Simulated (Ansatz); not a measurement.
This geometry of BrH + Cl3H2O2Ta (10 atoms, charge 0, multiplicity 1) is a first-order saddle point.

Method: Ansatz, RKS PBE/def2-SVP.

```xyz
10
Properties=species:S:1:pos:R:3
Ta -0.024 -0.120 -0.176
O 2.004 -0.051 -0.146
H 2.427 0.035 0.732
Cl 0.211 -0.696 2.126
Cl 0.152 0.208 -2.480
O -0.606 1.613 0.227
H -1.090 2.011 0.974
Cl -2.012 -1.321 -0.307
Br 1.305 -2.822 -0.782
H 2.095 -1.516 -0.533
```

Task: Which two structures does it join? (They come from a converged band through this point; their orientation in space is the band's.)

Result: Bonds broken: Br9–H10. Bonds formed: Ta1–Br9, O2–H10. BrH + Cl3H2O2Ta becomes BrCl3H3O2Ta.

Initial state:

```xyz
10
Properties=species:S:1:pos:R:3
Ta -0.362 0.013 0.143
O 1.398 -0.798 0.165
H 1.937 -0.820 0.981
Cl 0.090 0.325 2.479
Cl -0.234 -0.025 -2.183
O -0.964 1.805 0.154
H -0.823 2.576 0.734
Cl -2.087 -1.478 0.406
Br 3.154 -2.515 -2.094
H 2.355 -1.743 -1.151
```

Final state:

```xyz
10
Properties=species:S:1:pos:R:3
Ta -0.238 -0.603 -0.060
O 1.992 0.194 -0.060
H 2.302 0.040 0.860
Cl 0.429 -1.089 2.172
Cl -0.167 0.144 -2.307
O -0.592 1.195 0.418
H -0.412 2.084 0.062
Cl -2.352 -1.486 0.026
Br 1.003 -2.688 -0.873
H 2.498 -0.451 -0.603
```

Task: How far does it lie above each of them?

Result: 0.194 eV above the first and 0.767 eV above the second. This is the barrier of this one path; another mechanism may lie lower. The orbitals stay closed-shell, which can raise the energy where a bond breaks towards radicals; this wasn't checked here.

The run took 7.4 min on 4 threads of Intel(R) Xeon(R) Platinum 8259CL CPU @ 2.50GHz (Skylake/Cascade Lake) (shared host), peak memory 0.32 GiB.
